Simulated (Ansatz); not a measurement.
Input and output for the cluster CuO₂ (the lowest doublet isomer of a short search).

```yaml
crystal:
  periodic: [false, false, false]
  atoms:
    - {symbol: Cu, position_ang: [-0.672232, -1.043450, 0.823068]}
    - {symbol: O, position_ang: [0.677778, 1.033599, -0.250898]}
    - {symbol: O, position_ang: [-0.005547, 0.009851, -0.572180]}
basis:
  gaussian: {orbitals: "6-31G*"}
magnetization: {spin_polarized: true, initial_magnetization: 1}
hamiltonian: {xc: {name: r2SCAN50}}
scf: {omitted_lower_state_checks: [starts]}
```

```sh
$ ansatz run in.yaml --threads 2 --pin off --events-out ev --progress --plain --max-ram 4352MiB
```

Shortened log:

```
Functional definition: r2SCAN50
579 factors; integrals over basis functions are off by at most 1.2e-3 eV
mean field evaluation 1: about -48711.5880 eV, gradient 4.0e1 eV
mean field evaluation 2: about -48703.6239 eV, gradient 8.0e1 eV
mean field evaluation 4: about -48715.2120 eV, gradient 3.5e0 eV
mean field evaluation 8: about -48715.3055 eV, gradient 4.4e-1 eV
mean field evaluation 16: about -48715.5045 eV, gradient 4.1e-1 eV
mean field -48715.50803515 eV, -1790.2618997345 hartree, gradient 1.5e-5 eV, S^2 1.396717; 0 other end points of the search recorded, 0 dependent functions left out
reference -48715.50804538 eV, -1790.2619001105 hartree; 23, 22 occupied and 43, 44 virtual orbitals, 579 factors
Total energy: -48715.50804538 eV, -1790.2619001105 hartree
Checks for a lower state left out: starts
```

It took 7 s on 2 threads of Arm Neoverse V2 on a shared host.

The 6-31G sets use Cartesian d functions. The charge 0 doublet is spin-contaminated (final ⟨S²⟩ up to 1.40, 0.75 for a pure state).
